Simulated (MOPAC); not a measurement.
MOPAC input (PM6):

```
PM6 PRECISE GNORM=0.05 LET XYZ UHF MS=0.5 GEO-OK AUX(PRECISION=9) THREADS=1
H3Cl2Si2

Cl    2.32471200 1   -1.35496700 1   -0.08387100 1
Si    1.11773900 1    0.30499900 1    0.24505100 1
Si   -1.11043700 1   -0.31045300 1   -0.14414700 1
Cl   -2.25481000 1    1.40407300 1    0.07748500 1
H     1.59422300 1    1.38993400 1   -0.65326600 1
H    -1.33684500 1   -0.84286700 1   -1.50700500 1
H    -1.54794400 1   -1.30552800 1    0.85618600 1
```

From the output:

```
                                                       MOPAC v23.2.5 Linux

          FINAL HEAT OF FORMATION =        -31.12470 KCAL/MOL =    -130.22576 KJ/MOL

          COSMO AREA              =        144.02 SQUARE ANGSTROMS
          COSMO VOLUME            =        140.60 CUBIC ANGSTROMS

          GRADIENT NORM           =          0.03177          =       0.01201 PER ATOM
          IONIZATION POTENTIAL    =          7.194715 EV
          ALPHA SOMO LUMO (EV)    =         -7.195 -1.746
          BETA  SOMO LUMO (EV)    =         -9.578 -1.902
          NO. OF ALPHA ELECTRONS  =         13
          NO. OF BETA  ELECTRONS  =         12
          MOLECULAR WEIGHT        =        130.1007         POINT GROUP:  C1

          MOLECULAR DIMENSIONS (Angstroms)

            Atom       Atom       Distance
           Cl     4   Cl     1     4.90259
            H     5    H     7     4.12780
           Cl     1    H     6     2.40829

          SCF CALCULATIONS        =         39

   ATOM   CHEMICAL          X               Y               Z
  NUMBER   SYMBOL      (ANGSTROMS)     (ANGSTROMS)     (ANGSTROMS)

     1      Cl          2.45174284  *  -1.05326057  *   0.21760697  *
     2      Si          0.70500363  *   0.06123677  *  -0.10697050  *
     3      Si         -1.18946027  *  -0.49114020  *  -0.32282918  *
     4      Cl         -1.73971424  *   1.48836092  *   0.30251822  *
     5       H          1.08942748  *   1.39827649  *  -0.67260347  *
     6       H         -1.90963668  *  -0.70464344  *  -1.59946867  *
     7       H         -1.68284220  *  -1.50080407  *   0.64678247  *

                             CARTESIAN COORDINATES

   1   Cl        2.451742838    -1.053260566     0.217606970
   2   Si        0.705003630     0.061236772    -0.106970501
   3   Si       -1.189460267    -0.491140205    -0.322829185
   4   Cl       -1.739714237     1.488360916     0.302518224
   5    H        1.089427480     1.398276490    -0.672603472
   6    H       -1.909636679    -0.704643442    -1.599468671
   7    H       -1.682842203    -1.500804071     0.646782469

           Empirical Formula: H3 Cl2 Si2  =     7 atoms

      MOLECULAR POINT GROUP   :   C1

          ALPHA EIGENVALUES
 -26.82097 -26.70059 -20.93126 -17.33470 -13.86319 -13.10842 -12.80652 -12.21430
 -12.07792 -11.53567 -11.26549  -9.76418  -7.19472  -1.74554  -0.80184  -0.65270
  -0.23274   0.17945   0.40487   0.67690   1.06459   1.23418   1.46940   2.09891
   2.43612   2.57945   3.69198   3.93130   4.18683  89.33451  89.44581  89.50157
  89.91047  89.92998  90.01481  90.11186  90.14935  90.55910  90.56065

           BETA EIGENVALUES
 -26.74200 -26.50101 -20.63181 -17.09712 -13.82426 -12.98606 -12.76545 -12.18523
 -11.91425 -11.50562 -11.19921  -9.57809  -1.90208  -1.56554  -0.67813  -0.51145
   0.01077   0.24339   0.45848   0.76587   1.13909   1.38023   1.61076   2.30937
   2.53378   2.67353   3.74958   3.97545   4.20457  89.33816  89.45178  89.51600
  89.93538  89.95082  90.03890  90.14591  90.18639  90.60654  90.60690

              NET ATOMIC CHARGES AND DIPOLE CONTRIBUTIONS

  ATOM NO.   TYPE          CHARGE      No. of ELECS.   s-Pop       p-Pop       d-Pop
    1         Cl          -0.285625        7.2856     1.99504     5.28891     0.00168
    2         Si           0.223527        3.7765     1.34135     1.95655     0.47856
    3         Si           0.376531        3.6235     1.16971     1.77986     0.67389
    4         Cl          -0.255446        7.2554     1.99537     5.25766     0.00242
    5          H          -0.017676        1.0177     1.01768
    6          H          -0.019352        1.0194     1.01935
    7          H          -0.021960        1.0220     1.02196
 DIPOLE           X         Y         Z       TOTAL
 POINT-CHG.    -2.361    -1.099    -1.231     2.880
 HYBRID         1.278     0.549     0.331     1.430
 SUM           -1.083    -0.549    -0.900     1.511

          ATOMIC ORBITAL ELECTRON POPULATIONS

     Atom    s        px        py        pz      x^2-y^2     xz        z^2       yz        xy
    1 Cl   1.99504   1.62551   1.78996   1.87345   0.00038   0.00020   0.00028   0.00010   0.00071
    2 Si   1.34135   0.55388   0.67384   0.72883   0.13142   0.14122   0.02616   0.06090   0.11885
    3 Si   1.16971   0.60811   0.46322   0.70853   0.14621   0.21382   0.10172   0.14881   0.06334
    4 Cl   1.99537   1.82217   1.54690   1.88859   0.00084   0.00015   0.00032   0.00050   0.00061
    5  H   1.01768
    6  H   1.01935
    7  H   1.02196

                    (SZ)    =    0.500000
                    (S**2)  =    0.754196

          ATOMIC ORBITAL SPIN POPULATIONS

    Atom   Total    s     px     py     pz   x^2-y^2  xz     z^2    yz     xy
         Atomic
    1 Cl  0.0450  0.000  0.013  0.009  0.022  0.000  0.000  0.000  0.000  0.000
    2 Si  0.7396  0.077  0.005  0.015  0.532 -0.000  0.105  0.006  0.003 -0.001
    3 Si  0.1909  0.008  0.019  0.002  0.028 -0.002  0.127  0.005  0.003  0.001
    4 Cl  0.0129  0.000  0.002  0.001  0.009  0.000  0.000  0.000  0.000  0.000
    5  H -0.0108 -0.011
    6  H  0.0284  0.028
    7  H -0.0061 -0.006

 **********************
 *                    *
 * JOB ENDED NORMALLY *
 *                    *
 **********************

 == MOPAC DONE ==
```

The geometry given is a B3LYP-D3(BJ)/def2-TZVP minimum.
